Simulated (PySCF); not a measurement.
Compound: CrSeBr4 (singlet state).
Structure used (PBE0-D3(BJ)/def2-SVP), in Å, numbered top down from 1:
```
atom  x, y, z in Å
Cr1    0.0092   -0.0178    0.0366
Se2   -0.0198   -0.0017    2.0920
Br3    2.2965   -0.0142   -0.5071
Br4    0.0152    2.2498   -0.5747
Br5   -2.2586   -0.0210   -0.5747
Br6    0.0207   -2.2912   -0.5414
```

Theory: PBE0-D3(BJ)/def2-SVP geometry optimisation, gas phase in PySCF 2.14.0.

**Question.** Which atoms are bound to Cr1, and at what distances?

**Answer.** 5 atoms: Se2 2.056 Å, Br6 2.346 Å, Br4 2.349 Å, Br5 2.349 Å, Br3 2.351 Å.

**Question.** List the angles at Cr1.

**Answer.** 
| angle | degrees | distance of the outer atoms (Å) |
| --- | --- | --- |
| Br3–Cr1–Br5 | 151.5 | 4.56 |
| Br4–Cr1–Br6 | 150.6 | 4.54 |
| Se2–Cr1–Br6 | 104.7 | 3.49 |
| Se2–Cr1–Br4 | 104.6 | 3.49 |
| Se2–Cr1–Br5 | 104.3 | 3.48 |
| Se2–Cr1–Br3 | 104.2 | 3.48 |
| Br3–Cr1–Br6 | 86.5 | 3.22 |
| Br5–Cr1–Br6 | 86.5 | 3.22 |
| Br4–Cr1–Br5 | 86.3 | 3.21 |
| Br3–Cr1–Br4 | 86.3 | 3.21 |

**Question.** What is the shape at Cr1?

**Answer.** Square pyramidal: τ5 = (β − α)/60° = 0.01 from the two widest angles, 151.5° and 150.6° (0 for a square pyramid, 1 for a trigonal bipyramid). Differences among atoms that C4v makes equivalent are scatter left by the optimiser.

**Question.** What are the rotational constants (commonest isotopes, rigid rotor)?

**Answer.** A = 401.4, B = 399.8, C = 309.5 MHz: an oblate symmetric top.

Point group: C4v (every atom within 0.08 Å of its image). Charge 0, singlet. Whether it is a minimum is left open (no frequencies).

The run took 6.4 min of wall time on Arm Neoverse V1, one thread, on a shared host, and the process peaked at 1.4 GiB of memory. These figures are those of the optimisation.
